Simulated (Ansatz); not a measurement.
Born–Oppenheimer molecular dynamics of FGaH4O2S (9 atoms, charge 0, multiplicity 1). It starts at the highest image of a converged band, a first-order saddle point between two minima.

Method: RKS BHLYP-D4/def2-SVP (Ansatz).

| Quantity | Value |
| --- | --- |
| ensemble | NVE (velocity Verlet) |
| time step | 0.5 fs |
| steps asked | 200 |
| starting velocities drawn for | 100 K |
| seed | 7235 |

Frames 0.5 fs apart, positions in Å, forces in eV/Å.

Velocities at 45.0 fs (Å/ps):

```
Ga -3.77 -3.24 1.09
S 5.34 7.80 -3.23
O 3.67 2.44 -1.69
O 2.18 4.35 -2.63
H 5.57 2.75 -6.40
F -1.79 -8.30 5.33
H 5.12 7.59 -5.43
H 9.73 8.62 -8.95
H 11.38 6.34 16.57
```

```xyz
9
Properties=species:S:1:pos:R:3:forces:R:3 time_fs=45.0 energy_less_start_eV=-0.358 T=496
Ga 0.116 -0.345 0.257 0.49 -0.25 0.68
S 0.260 1.565 -1.448 1.19 0.95 1.01
O -0.181 0.498 1.800 0.40 0.07 -0.24
O 1.384 -1.565 -0.064 -0.36 0.00 -0.18
H -0.805 1.278 -2.139 -1.07 -0.45 -0.45
F -1.393 -0.687 -0.501 -1.13 -0.44 -0.63
H -0.384 2.374 -0.564 0.17 -0.24 -0.38
H 0.394 0.277 2.529 0.01 0.03 -0.06
H 1.012 -2.278 -0.597 0.29 0.33 0.25
9
Properties=species:S:1:pos:R:3:forces:R:3 time_fs=45.5 energy_less_start_eV=-0.369 T=508
Ga 0.114 -0.346 0.258 0.53 -0.22 0.67
S 0.263 1.569 -1.449 1.12 0.88 0.95
O -0.179 0.499 1.799 0.34 0.09 -0.30
O 1.385 -1.563 -0.065 -0.19 0.33 0.07
H -0.804 1.279 -2.143 -0.99 -0.42 -0.40
F -1.394 -0.691 -0.498 -1.15 -0.43 -0.64
H -0.381 2.378 -0.567 0.15 -0.22 -0.36
H 0.399 0.281 2.524 0.07 0.01 0.01
H 1.018 -2.274 -0.588 0.12 -0.01 -0.01
9
Properties=species:S:1:pos:R:3:forces:R:3 time_fs=46.0 energy_less_start_eV=-0.379 T=519
Ga 0.112 -0.348 0.258 0.57 -0.20 0.66
S 0.265 1.573 -1.451 0.99 0.77 0.82
O -0.177 0.500 1.798 0.28 0.11 -0.36
O 1.386 -1.561 -0.067 -0.02 0.69 0.34
H -0.804 1.279 -2.147 -0.84 -0.37 -0.30
F -1.395 -0.695 -0.495 -1.16 -0.43 -0.65
H -0.378 2.381 -0.571 0.12 -0.19 -0.32
H 0.404 0.285 2.520 0.12 -0.01 0.09
H 1.024 -2.271 -0.580 -0.05 -0.37 -0.27
9
Properties=species:S:1:pos:R:3:forces:R:3 time_fs=46.5 energy_less_start_eV=-0.387 T=528
Ga 0.110 -0.350 0.259 0.60 -0.18 0.65
S 0.268 1.577 -1.452 0.81 0.63 0.64
O -0.175 0.502 1.798 0.23 0.12 -0.40
O 1.387 -1.558 -0.068 0.14 1.01 0.57
H -0.807 1.278 -2.153 -0.63 -0.31 -0.17
F -1.396 -0.700 -0.493 -1.17 -0.43 -0.66
H -0.375 2.384 -0.576 0.08 -0.14 -0.27
H 0.409 0.290 2.515 0.16 -0.02 0.14
H 1.030 -2.268 -0.572 -0.21 -0.70 -0.50
9
Properties=species:S:1:pos:R:3:forces:R:3 time_fs=47.0 energy_less_start_eV=-0.394 T=536
Ga 0.108 -0.351 0.259 0.62 -0.16 0.63
S 0.271 1.581 -1.454 0.61 0.47 0.43
O -0.173 0.503 1.796 0.20 0.13 -0.42
O 1.388 -1.556 -0.069 0.25 1.24 0.72
H -0.812 1.276 -2.159 -0.39 -0.23 -0.02
F -1.397 -0.704 -0.491 -1.18 -0.42 -0.67
H -0.371 2.386 -0.581 0.02 -0.07 -0.20
H 0.415 0.294 2.511 0.18 -0.03 0.17
H 1.036 -2.267 -0.565 -0.32 -0.93 -0.65
9
Properties=species:S:1:pos:R:3:forces:R:3 time_fs=47.5 energy_less_start_eV=-0.401 T=543
Ga 0.107 -0.353 0.260 0.64 -0.14 0.61
S 0.274 1.585 -1.455 0.40 0.30 0.19
O -0.171 0.504 1.795 0.20 0.13 -0.40
O 1.389 -1.553 -0.070 0.29 1.32 0.78
H -0.817 1.274 -2.165 -0.14 -0.15 0.15
F -1.399 -0.708 -0.488 -1.18 -0.41 -0.67
H -0.367 2.388 -0.587 -0.04 0.00 -0.12
H 0.421 0.298 2.508 0.18 -0.02 0.17
H 1.041 -2.268 -0.560 -0.36 -1.02 -0.71
9
Properties=species:S:1:pos:R:3:forces:R:3 time_fs=48.0 energy_less_start_eV=-0.408 T=552
Ga 0.105 -0.354 0.261 0.64 -0.12 0.58
S 0.277 1.589 -1.456 0.21 0.12 -0.04
O -0.169 0.506 1.794 0.22 0.13 -0.36
O 1.390 -1.550 -0.071 0.26 1.23 0.72
H -0.823 1.271 -2.170 0.11 -0.07 0.30
F -1.401 -0.713 -0.486 -1.17 -0.40 -0.67
H -0.364 2.390 -0.593 -0.10 0.07 -0.03
H 0.428 0.302 2.505 0.15 -0.01 0.14
H 1.045 -2.272 -0.556 -0.33 -0.94 -0.64
9
Properties=species:S:1:pos:R:3:forces:R:3 time_fs=48.5 energy_less_start_eV=-0.416 T=559
Ga 0.103 -0.356 0.261 0.64 -0.11 0.55
S 0.280 1.593 -1.458 0.04 -0.05 -0.25
O -0.167 0.507 1.793 0.25 0.12 -0.29
O 1.391 -1.547 -0.072 0.17 0.99 0.56
H -0.828 1.268 -2.175 0.33 0.00 0.44
F -1.403 -0.717 -0.484 -1.16 -0.39 -0.66
H -0.360 2.392 -0.600 -0.16 0.15 0.05
H 0.435 0.307 2.502 0.11 0.00 0.09
H 1.048 -2.278 -0.554 -0.22 -0.70 -0.48
9
Properties=species:S:1:pos:R:3:forces:R:3 time_fs=49.0 energy_less_start_eV=-0.420 T=564
Ga 0.101 -0.358 0.262 0.63 -0.10 0.52
S 0.283 1.597 -1.459 -0.11 -0.20 -0.44
O -0.165 0.508 1.792 0.30 0.10 -0.20
O 1.393 -1.544 -0.073 0.04 0.64 0.34
H -0.833 1.266 -2.179 0.52 0.07 0.55
F -1.405 -0.722 -0.482 -1.14 -0.38 -0.66
H -0.357 2.394 -0.606 -0.22 0.22 0.13
H 0.442 0.311 2.499 0.05 0.02 0.02
H 1.051 -2.285 -0.553 -0.07 -0.36 -0.26
9
Properties=species:S:1:pos:R:3:forces:R:3 time_fs=49.5 energy_less_start_eV=-0.421 T=566
Ga 0.100 -0.359 0.263 0.62 -0.09 0.49
S 0.286 1.602 -1.460 -0.22 -0.33 -0.58
O -0.162 0.510 1.791 0.36 0.09 -0.11
O 1.394 -1.541 -0.073 -0.11 0.24 0.09
H -0.836 1.263 -2.181 0.67 0.12 0.63
F -1.407 -0.727 -0.480 -1.12 -0.37 -0.65
H -0.355 2.398 -0.612 -0.26 0.27 0.19
H 0.450 0.315 2.497 -0.01 0.04 -0.05
H 1.054 -2.294 -0.553 0.08 0.02 -0.02
9
Properties=species:S:1:pos:R:3:forces:R:3 time_fs=50.0 energy_less_start_eV=-0.419 T=564
Ga 0.098 -0.361 0.264 0.60 -0.08 0.45
S 0.289 1.606 -1.462 -0.31 -0.43 -0.67
O -0.160 0.511 1.789 0.40 0.08 -0.03
O 1.395 -1.537 -0.074 -0.24 -0.13 -0.13
H -0.838 1.260 -2.182 0.77 0.16 0.69
F -1.409 -0.731 -0.478 -1.09 -0.35 -0.64
H -0.353 2.401 -0.617 -0.29 0.31 0.23
H 0.457 0.319 2.494 -0.07 0.06 -0.12
H 1.057 -2.302 -0.553 0.23 0.39 0.21
9
Properties=species:S:1:pos:R:3:forces:R:3 time_fs=50.5 energy_less_start_eV=-0.417 T=562
Ga 0.096 -0.363 0.264 0.57 -0.07 0.42
S 0.292 1.610 -1.463 -0.37 -0.49 -0.71
O -0.158 0.512 1.788 0.44 0.07 0.04
O 1.396 -1.534 -0.075 -0.33 -0.45 -0.31
H -0.838 1.258 -2.181 0.82 0.18 0.71
F -1.411 -0.736 -0.476 -1.05 -0.34 -0.62
H -0.352 2.406 -0.622 -0.30 0.33 0.26
H 0.464 0.324 2.491 -0.12 0.07 -0.17
H 1.060 -2.310 -0.553 0.34 0.70 0.39
```

Of the whole run (100 fs, mean temperature of the second half 489 K): The conserved energy stayed within 0.087 meV per atom of its start (net change 0.038 meV per atom), so the integration is sound. The system heated up, since it started high on the potential surface and ran downhill. A run of 0.1 ps of so small a system gives no equilibrium averages. The orbitals stay closed-shell, which can raise the energy where a bond breaks towards radicals; this wasn't checked here.

Time of the run: 12 min on 2 threads of Arm Neoverse V1, on a shared host, peak memory 0.28 GiB.
